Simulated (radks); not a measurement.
Spherical jellium clusters: N electrons in a uniform positive sphere of charge N and radius rs N^(1/3), rs = 4.25 bohr. Method: non-relativistic Kohn-Sham, PBE, spin-polarised, spherical densities; computed with a radial shooting solver with Libxc functionals. Levels are named by radial order and angular momentum (1s, 1p, 1d, 2s, ...), and open shells are averaged over m.

N = 11, configuration 1s2 1p6 1d(up 3, down 0). This is the lowest configuration that the search found. Occupied levels:

level    occupation  eigenvalue (eV)  <r> (bohr)
1s up             1          -4.5109       6.402
1s down           1          -4.3845       5.715
1p up             3          -3.6535       7.417
1p down           3          -3.3076       7.064
1d up             3          -2.5216       8.290

Energy (eV): total -19.6603, kinetic 17.772, external -411.00, Hartree 202.58, exchange-correlation -38.021, background 209.01.
